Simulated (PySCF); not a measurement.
Si(F)(Cl)(Me)(OH) (CH4ClFOSi), SMILES C[Si](O)(F)Cl.

The structure is a stationary point at B3LYP-D3(BJ)/def2-SVP. The structure was generated by enumeration, and PubChem lists no compound with its InChIKey, so it may never have been made. The values are those of a single conformer.

Two levels are set side by side: TDA-PBE/def2-SVPD (PySCF) and TDA-PBE0/def2-SVPD (PySCF). Vertical, same geometry. The lowest singlet is HOMO→LUMO 96 % with PBE and HOMO→LUMO 77 %, HOMO−1→LUMO 17 % with the other functional; states are paired by order. Differences are taken from unrounded values.

| quantity | TDA-PBE0 | TDA-PBE | TDA-PBE minus TDA-PBE0 |
|---|---|---|---|
| lowest singlet excitation (eV) | 8.13 | 7.16 | -0.97 |
| lowest triplet excitation (TDA) (eV) | 7.81 | 6.97 | -0.84 |
| first bright state (f over 0.05) (eV) | 8.28 | 7.30 | -0.98 |
| its oscillator strength | 0.09 | 0.06 | -0.03 |

A lower first singlet is the usual sign of a functional without exact exchange. Differences between two approximate levels are no errors against the true value.

Rough cost on one machine, each run with all the roots and properties that it gave: TDA-PBE0 against TDA-PBE about 2 times.
